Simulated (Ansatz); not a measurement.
Calculated with Ansatz (gas phase, PBE0-D4/def2-TZVP geometries, no zero-point term in ΔE). CCSD(T)/CBS is the MP2 limit (def2-TZVPP, def2-QZVPP) plus CCSD(T) − MP2 in def2-TZVPP, frozen cores. Functionals use def2-TZVPP. B3LYP here is the variant with VWN-RPA as its local correlation; programs differ in this. For Se, Ti outer-core shells are correlated without core-valence functions, which leaves a few kJ/mol of doubt a bond. Scalar relativity is left out up to krypton. Each species was taken in one conformer, which may not be the lowest.

`NB(O)[SeH]` + `[NH2][Ti]([OH])([F])[Cl]` → `NB(N)O` + `[OH][Ti]([F])([Cl])[SeH]`  (redistribution)

| level | ΔE (kcal/mol) | difference from CCSD(T)/CBS |
| --- | --- | --- |
| PBE-D4 | -14.2 | -0.3 |
| r2SCAN-D4 | -15.1 | -1.2 |
| PBE0-D4 | -14.3 | -0.4 |
| ωB97M-V | -13.4 | 0.5 |
| B2PLYP | -15.8 | -1.9 |
| PBE | -14.3 | -0.4 |
| r2SCAN | -15.2 | -1.3 |
| PBE0 | -14.5 | -0.6 |
| B3LYP | -14.8 | -0.9 |
| HF/def2-TZVPP | -13.6 | 0.3 |
| CCSD/def2-TZVPP | -12.6 | 1.3 |
| CCSD(T)/def2-TZVPP | -13.7 | 0.2 |
| HF/def2-QZVPP | -13.8 | 0.1 |
| MP2/def2-QZVPP | -15.5 | -1.6 |
| SCS-MP2/def2-QZVPP | -14.5 | -0.6 |
| HF/CBS(def2) | -13.8 | 0.1 |
| CCSD(T)/CBS | -13.9 | 0 |

Largest T1 diagnostic among the species: 0.024, so the coupled-cluster value is less sure than usual.
